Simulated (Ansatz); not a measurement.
`F[Si]([SiH3])([SiH3])Cl` + `[OH][Hf]([F])([F])[F]` → `O[Si]([SiH3])([SiH3])Cl` + `[F][Hf]([F])([F])[F]` at 500 K and 1 bar (redistribution).

Program: Ansatz. Geometries: PBE0-D4/def2-TZVP. ΔE: electronic, gas phase. CBS: MP2 limit from def2 TZ/QZ plus the TZ coupled-cluster correction, frozen cores. Elements past krypton have def2 core potentials. For Hf outer-core shells are correlated without core-valence functions, which leaves a few kJ/mol of doubt a bond. One conformer a species, not always the lowest.

| species | CCSD(T)/CBS energy (Eh) | H − E (kJ/mol) | S (J/(mol·K)) |
| --- | --- | --- | --- |
| `F[Si]([SiH3])([SiH3])Cl` | -1430.51902 | 204.2 | 490.6 |
| `[OH][Hf]([F])([F])[F]` | -423.37435 | 91.9 | 412.2 |
| `O[Si]([SiH3])([SiH3])Cl` | -1406.48895 | 237.8 | 503.8 |
| `[F][Hf]([F])([F])[F]` | -447.40567 | 59.2 | 377.0 |

H − E and S are ideal-gas, rigid-rotor, harmonic terms from PBE0-D4/def2-TZVP, for one conformer and one mirror image of each species. 1 Eh = 2625.50 kJ/mol, R = 8.31446 J/(mol·K).

Question: By hand: ΔE, ΔH, ΔS and ΔG.

Answer: ΔE = (-1406.48895) + (-447.40567) − (-1430.51902) − (-423.37435) = -0.00125 Eh = -3.3 kJ/mol. Δ(H − E) = 237.8 + 59.2 − 204.2 − 91.9 = 0.9, so ΔH = -2.4 kJ/mol. ΔS = 503.8 + 377.0 − 490.6 − 412.2 = -22.0 J/(mol·K). ΔG = -2.4 − 500 × (-22.0)/1000 = 8.6 kJ/mol.

Question: By hand: the equilibrium constant, and the temperature at which ΔG would vanish if ΔH and ΔS stayed fixed.

Answer: log₁₀ K = −ΔG/(RT ln 10) = -0.9. ΔG = 0 at ΔH/ΔS = 109 K, though so small a ΔH makes that figure unsure.

TΔS isn't small against ΔH here. A doubt of 5 kJ/mol in ΔE shifts log₁₀ K by 0.5 here. Other conformers and mirror images would add mixing entropy, several J/(mol·K) or more a flexible species. These are equilibria of isolated gas molecules and say nothing of rates. Largest T1 diagnostic: 0.016 (customary marks: 0.02 for closed shells, 0.045 for open ones).
